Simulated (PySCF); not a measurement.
## Vertical excitation energies

Species: C₄H₅F₃O₂.
SMILES: `O(C(=O)C(F)(F)C)CF`

Level of theory: PySCF 2.14.0, density-fitted response routines, TDDFT B3LYP/def2-SVPD, vertical, gas phase, core orbitals frozen in the response. Isolated species at its GFN2-xTB geometry (one conformer only). Torsions of this conformer, `[CH3:1][C:2]([F:3])([F:4])[C:5](=[O:6])[O:7][CH2:8][F:9]`: C1–C2–C5–O6 64°, C2–C5–O7–C8 176°, C5–O7–C8–F9 -87°.

```tsv
state	E (eV)	E (hartree)	f	main configurations (H = HOMO, L = LUMO)
S1	5.58	0.2049	0.0030	H→L (97%)
S2	7.50	0.2758	0.0016	H-2→L (85%), H-1→L (8%)
S3	7.86	0.2887	0.010	H-3→L (80%), H-1→L (14%)
S4	8.01	0.2943	0.046	H-1→L (41%), H→L+1 (32%), H-3→L (13%)
S5	8.21	0.3017	0.066	H→L+1 (63%), H-1→L (27%)
S6	8.66	0.3183	0.0007	H-4→L (95%)
S7	8.71	0.3200	0.0069	H→L+2 (96%)
S8	8.79	0.3232	0.0011	H-5→L (99%)
```

Triplets (Tamm–Dancoff): T1 5.04 eV, H→L (97%); T2 5.99 eV, H-1→L (86%); T3 7.19 eV, H-2→L (67%), H-3→L (21%).

The lowest singlet comes at 222 nm (538 kJ/mol) in the ultraviolet; it is very weak; its leading configuration is HOMO→LUMO (97%). The most intense listed level is S5 at 8.21 eV (151 nm, f = 0.066), 2.64 eV above S1. S1 has the pattern of n→π* at C=O. The oscillator strengths of these states sum to 0.135; summed over the whole spectrum of an exact calculation they would give the number of electrons, 72 (Thomas–Reiche–Kuhn). The listed states span 3.22 eV, and the widest gap between neighbours is 1.93 eV (S1 to S2). Orbital energies (eV): HOMO-3 -10.55, HOMO-2 -10.12, HOMO-1 -10.00, HOMO -8.73, LUMO -1.39, LUMO+1 0.28, LUMO+2 0.75. The window holds the lowest 8 singlets.
